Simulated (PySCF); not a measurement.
## J couplings in `InChI=1S/C4H4IN/c5-4-2-1-3-6-4/h2-3H,1H2`

Geometry (Å), atoms numbered from 1 in this order:
```xyz
10

I     2.949   -0.949    1.210
C     1.067   -0.440    0.482
C     0.713    0.714   -0.121
C    -0.735    0.569   -0.449
C    -1.011   -0.803    0.080
N     0.017   -1.366    0.606
H     1.342    1.576   -0.332
H    -0.945    0.636   -1.533
H    -1.376    1.329    0.033
H    -1.983   -1.307    0.042
```

Level of theory for the indirect couplings: PBE0/pcJ-1 (dyall-v2z on I), isolated molecule, finite nuclei, PBE0-D3(BJ)/def2-SVP geometry (PySCF 2.14 with density-fitted X2C routines). A triplet lies low, so the couplings hang strongly on the functional.

Non-relativistic values:
```
    coupling     atoms  J (Hz)
1J(127I,13C)   I1 – C2  -187.8
2J(127I,13C)   I1 – C3    -1.6
2J(127I,15N)   I1 – N6   -16.6
3J(127I,13C)   I1 – C4    -4.8
3J(127I,13C)   I1 – C5     1.3
 3J(127I,1H)   I1 – H7    -2.3
 4J(127I,1H)  I1 – H10    -1.2
```

Question: What do two-component X2C with spin–orbit coupling give?

Answer: 
| coupling | atoms | with spin–orbit (Hz) |
| --- | --- | --- |
| 1J(127I,13C) | I1 – C2 | -238.7 |
| 2J(127I,13C) | I1 – C3 | -7.1 |
| 2J(127I,15N) | I1 – N6 | -14.7 |
| 3J(127I,13C) | I1 – C4 | -7.3 |
| 3J(127I,13C) | I1 – C5 | -1.5 |
| 3J(127I,1H) | I1 – H7 | -3.1 |
| 4J(127I,1H) | I1 – H10 | -2.0 |

The largest listed coupling, 1J(127I,13C), ends at 1.27 times its non-relativistic value. Couplings to strongly quadrupolar nuclei (127I) are seldom resolved in solution.
